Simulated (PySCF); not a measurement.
Record of a relaxation.

Compound: CH₆Ge.
Numbering: `[CH3:1][GeH3:2]` (hydrogens: H3, H4, H5 on C1; H6, H7, H8 on Ge2)

Computed by this run: PBE0-D3(BJ)/def2-SVP geometry optimisation, gas phase (PySCF 2.14.0); density fitting, grid level 1; the optimiser is geomeTRIC in internal coordinates, started from a GFN2-xTB structure with every atom displaced at random (about 0.01 Å). The frame can shift and turn from step to step; on so coarse a grid that alone can change the energy by a few meV, and forces under 0.02 eV/Å are noise.

Step 0: E = -57636.4829 eV, largest atomic force 1.526 eV/Å
```
atom  x, y, z in Å  |  force x, y, z in eV/Å
C1     -1.015   -0.086    0.038   -0.420   1.101  -0.970
Ge2     0.912    0.052   -0.038   -0.306   0.087  -0.170
H3     -1.486    0.079   -0.964    0.384  -0.107   0.449
H4     -1.411    0.703    0.690   -0.041  -0.013   0.148
H5     -1.354   -1.040    0.394   -0.187  -0.871   0.411
H6      1.522   -0.136    1.313    0.287  -0.135   0.883
H7      1.503   -0.985   -0.941    0.263  -0.633  -0.538
H8      1.383    1.394   -0.545    0.021   0.570  -0.214
```

Step 1: E = -57636.5598 eV, largest atomic force 0.408 eV/Å
```
atom  x, y, z in Å  |  force x, y, z in eV/Å
C1     -0.793    0.077   -0.057    0.139  -0.312   0.223
Ge2     1.158    0.202   -0.001    0.164   0.005   0.013
H3     -1.116    0.139   -1.099   -0.123   0.063  -0.213
H4     -1.265    0.885    0.516   -0.010   0.068   0.032
H5     -1.134   -0.892    0.350    0.064   0.155  -0.037
H6      1.722    0.007    1.435   -0.129   0.023  -0.206
H7      1.779   -0.884   -0.924   -0.077   0.138   0.135
H8      1.608    1.594   -0.516   -0.028  -0.138   0.053
```

Step 2: E = -57636.5673 eV, largest atomic force 0.076 eV/Å
```
atom  x, y, z in Å  |  force x, y, z in eV/Å
C1     -0.788    0.073   -0.058    0.009  -0.057  -0.049
Ge2     1.159    0.203   -0.007    0.021   0.013  -0.017
H3     -1.130    0.142   -1.102   -0.026   0.022   0.045
H4     -1.253    0.883    0.521    0.002   0.011   0.002
H5     -1.123   -0.891    0.353    0.009   0.015   0.002
H6      1.700    0.008    1.423   -0.023  -0.002   0.013
H7      1.781   -0.877   -0.915    0.005  -0.003   0.006
H8      1.612    1.586   -0.513    0.003   0.000  -0.002
```

Step 3: E = -57636.5681 eV, largest atomic force 0.035 eV/Å
```
atom  x, y, z in Å  |  force x, y, z in eV/Å
C1     -0.787    0.071   -0.060    0.002   0.003  -0.035
Ge2     1.161    0.203   -0.011   -0.007   0.005  -0.010
H3     -1.140    0.145   -1.099   -0.011   0.008   0.019
H4     -1.247    0.881    0.524    0.005  -0.001   0.007
H5     -1.119   -0.891    0.353    0.001  -0.010   0.006
H6      1.688    0.009    1.424   -0.003  -0.001   0.022
H7      1.787   -0.877   -0.913    0.010  -0.011  -0.004
H8      1.616    1.587   -0.515    0.003   0.007  -0.005
```

Step 4: E = -57636.5685 eV, largest atomic force 0.022 eV/Å
```
atom  x, y, z in Å  |  force x, y, z in eV/Å
C1     -0.786    0.071   -0.063   -0.005   0.018  -0.012
Ge2     1.161    0.203   -0.014   -0.007  -0.003   0.001
H3     -1.149    0.149   -1.098    0.003  -0.001   0.003
H4     -1.241    0.879    0.527    0.004  -0.007   0.008
H5     -1.116   -0.893    0.351   -0.001  -0.009  -0.001
H6      1.677    0.010    1.425    0.003   0.003   0.004
H7      1.794   -0.878   -0.911    0.004  -0.003   0.001
H8      1.618    1.587   -0.517    0.001   0.001  -0.004
```

Task: Summarise the path.

Result: The energy falls by 0.0856 eV from step 0 to step 4; nine tenths of that is first reached at step 2. It falls at every step. The largest force goes from 1.526 to 0.022 eV/Å. Among the bonds Ge2–H6 changes most, from 1.493 to 1.541 Å; the atoms move by 0.050 Å rms after alignment.

The cost below is that of the whole optimisation. The run took 5.4 s wall on one thread of an Intel Xeon 6975P-C (shared host), and the process peaked at 0.33 GiB of memory.
